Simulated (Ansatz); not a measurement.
Cost and result for the atomization energy of `[Br][InH]` radical (3 atoms, 2 bonds).

| atom | x (Å) | y (Å) | z (Å) |
| --- | --- | --- | --- |
| Br1 | -1.7498 | 0.2772 | -0.9364 |
| In2 | 0.5464 | -0.4932 | -0.2746 |
| H3 | 1.2034 | 0.2160 | 1.2110 |

Charge 0, multiplicity 2. Correlated methods include outer-core shells of Br, In, which these sets cover unevenly. Scalar relativity is left out up to krypton. In: def2 effective core potential. The geometry is a stationary point of PBE0-D4/def2-TZVP. Program: Ansatz. All runs use 2 threads of a server CPU on a shared host. Times are those of one run each, without the atoms' runs, and a repeat can differ threefold. Electronic energies, without spin–orbit coupling; frozen cores. CCSD(T)/CBS adds CCSD(T) − MP2 in def2-TZVPP to the MP2 limit, and its time is that of the two runs behind it. T1 = 0.015; ⟨S²⟩ of the reference is 0.77. With those shells the extrapolation isn't a true limit. B3LYP takes the VWN-RPA correlation (the form of Gaussian; ORCA's B3LYP/G). HSE06 is the plane-wave form, built on full-range PBE exchange.

CCSD(T)/CBS is a level of theory with its own doubt, some kJ/mol a heavy atom from the limit and from the frozen cores, so smaller differences don't rank the functionals.

| level | functions | wall time |
| --- | --- | --- |
| LDA (SPW92)/def2-TZVPP | 112 | 0.8 s |
| HSE06-D4/def2-TZVPP | 112 | 2.1 s |
| CCSD(T)/def2-SVP | 63 | 2.3 s |
| B3LYP-D4/def2-TZVPP (with forces) | 112 | 2.6 s |
| BHLYP-D4/def2-TZVPP | 112 | 2.7 s |
| B2PLYP/def2-TZVPP | 112 | 3 s |
| PBE-QIDH/def2-TZVPP | 112 | 3.3 s |
| r2SCAN-D4/def2-TZVPP (with forces) | 112 | 3.4 s |
| r2SCANh-D4/def2-TZVPP | 112 | 3.4 s |
| B97M-V/def2-TZVPP | 112 | 4.6 s |
| MP2/def2-QZVPP | 201 | 6.5 s |
| CCSD(T)/def2-TZVPP | 112 | 14 s |
| CCSD(T)/CBS(def2) | – | 20 s |

(1) What atomization energy does each give, and how far from CCSD(T)/CBS? (Estimate.)

## Answers

(1) Computed: 
```json
{"level": "LDA (SPW92)/def2-TZVPP", "atomization (kJ/mol)": "579.9", "difference from CCSD(T)/CBS": "76.5", "per bond": "38.2"}
{"level": "HSE06-D4/def2-TZVPP", "atomization (kJ/mol)": "497.6", "difference from CCSD(T)/CBS": "-5.8", "per bond": "-2.9"}
{"level": "CCSD(T)/def2-SVP", "atomization (kJ/mol)": "454.8", "difference from CCSD(T)/CBS": "-48.6", "per bond": "-24.3"}
{"level": "B3LYP-D4/def2-TZVPP (with forces)", "atomization (kJ/mol)": "488.1", "difference from CCSD(T)/CBS": "-15.3", "per bond": "-7.7"}
{"level": "BHLYP-D4/def2-TZVPP", "atomization (kJ/mol)": "483.7", "difference from CCSD(T)/CBS": "-19.7", "per bond": "-9.8"}
{"level": "B2PLYP/def2-TZVPP", "atomization (kJ/mol)": "481.1", "difference from CCSD(T)/CBS": "-22.3", "per bond": "-11.2"}
{"level": "PBE-QIDH/def2-TZVPP", "atomization (kJ/mol)": "495.8", "difference from CCSD(T)/CBS": "-7.6", "per bond": "-3.8"}
{"level": "r2SCAN-D4/def2-TZVPP (with forces)", "atomization (kJ/mol)": "516.8", "difference from CCSD(T)/CBS": "13.4", "per bond": "6.7"}
{"level": "r2SCANh-D4/def2-TZVPP", "atomization (kJ/mol)": "512.8", "difference from CCSD(T)/CBS": "9.4", "per bond": "4.7"}
{"level": "B97M-V/def2-TZVPP", "atomization (kJ/mol)": "506.6", "difference from CCSD(T)/CBS": "3.2", "per bond": "1.6"}
{"level": "MP2/def2-QZVPP", "atomization (kJ/mol)": "490.0", "difference from CCSD(T)/CBS": "-13.4", "per bond": "-6.7"}
{"level": "CCSD(T)/def2-TZVPP", "atomization (kJ/mol)": "484.0", "difference from CCSD(T)/CBS": "-19.4", "per bond": "-9.7"}
{"level": "CCSD(T)/CBS(def2)", "atomization (kJ/mol)": "503.4", "difference from CCSD(T)/CBS": "0.0", "per bond": "0.0"}
```

From r2SCAN to r2SCAN0 (25 % exact exchange), in def2-TZVPP and without D4, the atomization energy moves by −9.5 kJ/mol: exact exchange takes away binding that semilocal exchange gives to molecules. Leaving LDA and LC-ωPBE aside and taking each functional with its dispersion term where it has one, the values spread over 35.7 kJ/mol, from B2PLYP to r2SCAN-D4. LDA lies +84.6 kJ/mol from PBE without D4, its usual overbinding. The D4 term adds +8.9 kJ/mol with B3LYP and +4.5 kJ/mol with PBE0; it sums over pairs of atoms, weighted by their polarisabilities, and B3LYP, whose exchange is more repulsive, gets the larger term.

Spin–orbit coupling would lower the free In atoms strongly, and the atomization energy with them, by more than many differences here.
